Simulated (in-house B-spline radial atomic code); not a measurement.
# RPA and G0W0 on Hartree-Fock: the sulfur ion S⁵⁺

Configuration [Ne] 3s1, highest spin, mean-field start Hartree-Fock. Computed with a B-spline radial code for spherical atoms: all electrons, scalar-relativistic (spin-free one-electron X2C), finite nucleus, each spin shell either full or empty, empty states to l = 9 with an (l + 1/2)⁻⁴ tail; G0W0 by contour deformation at full frequency.

Command:
```bash
python run_gw.py task.json out
```
Settings (radii: box in bohr, nucleus in fm):
```
Z                        16
electrons                11
configuration            [Ne] 3s1
hamiltonian              x2c
method                   hf
lmax                     9
rms_radius               3.2611
spin_polarised           True
box_radius               10.43
intervals                68
ion_configuration        [He] 2s2 2p6
```

Time taken, with all properties: 3.5 s on 1 thread of Arm Neoverse N1 (shared host).

Energies (hartree):

```tsv
term	value
mean-field total	-391.85392
Hartree-Fock functional on these orbitals	-391.85392
direct second order	-0.65695
second-order exchange	0.2433
SOSEX correction	0.2297
```

(1) What is the RPA correlation energy, and what remains with SOSEX?

Quasi-particle levels (eV):

```csv
level,occupied,mean field,Σx - vxc,Σc,QP weight,G0W0
3s up,yes,-87.62,0.00,?,?,?
2p down,yes,-261.05,0.00,1.99,0.976,-259.06
2p up,yes,-261.66,0.00,2.07,0.975,-259.58
3s down,no,-70.62,0.00,-1.68,0.977,-72.31
```

G0W0 = mean field + (Σx - vxc) + Σc, with Σc (partial-wave tail included) taken at the quasi-particle energy. Only the outer levels were computed. Levels of low weight are left out.

(2) Where does G0W0 put 3s up?

(3) What does it cost to remove one electron (to [He] 2s2 2p6) by differences of total energies, each species on its own start (correlation terms add to the Hartree-Fock functional)?

## Answers

(1) RPA gives -0.60823 hartree (-1.5 eV per electron); RPA + SOSEX gives -0.37853, and the second-order doubles (MP2) -0.41366 hartree. RPA lacks exchange-type terms and so overcorrelates at short range.

(2) At -88.87 eV, with Σc = -1.25 eV and a quasi-particle weight of 0.984. The tabulated removal energy is 88.053 eV (NIST, measured); the calculation leaves out spin-orbit coupling, Breit and QED terms, and what these don't explain is the method's own error.

(3) Hartree-Fock functional 87.58 eV, + RPA 88.56 eV, + RPA + SOSEX 87.98 eV, + second order 88.06 eV. Tabulated: 88.053 eV (NIST, measured); the calculation leaves out spin-orbit coupling, Breit and QED terms, and what these don't explain is the method's own error.
